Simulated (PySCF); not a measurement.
CH₉NO₂Si₂, SMILES CN[SiH2]O[SiH2]O.

Geometry: B3LYP-D3(BJ)/def2-SVP. The structure was generated by enumeration, and PubChem lists no compound with its InChIKey, so it may never have been made. One conformer was computed; it need not be the lowest.

Two levels are set side by side: TDA-PBE/def2-SVPD (PySCF) and TDA-ωB97X/def2-SVPD (PySCF). Vertical, same geometry. The lowest singlet is HOMO→LUMO 99 % with PBE and HOMO→LUMO 39 %, HOMO→LUMO+1 35 %, HOMO→LUMO+2 11 % with the other functional; states are paired by order. Differences are taken from unrounded values.

```tsv
quantity	TDA-ωB97X
lowest singlet excitation (eV)	6.67
lowest triplet excitation (TDA) (eV)	6.46
first bright state (f over 0.05) (eV)	7.84
its oscillator strength	0.05
```

Question: What does TDA-PBE give, and how far is it from TDA-ωB97X? (An estimate is asked for; the answer gives what the named calculation found.)

Answer: 
```tsv
quantity	TDA-PBE	TDA-PBE minus TDA-ωB97X
lowest singlet excitation (eV)	5.05	-1.63
lowest triplet excitation (TDA) (eV)	4.98	-1.48
first bright state (f over 0.05) (eV)	5.94	-1.91
its oscillator strength	0.05	0.00
```

Functionals without exact exchange tend to place singlet excitations lower, as here. Differences between two approximate levels are no errors against the true value.

Rough cost on one machine, each run with all the roots and properties that it gave: TDA-ωB97X against TDA-PBE about 5 times.
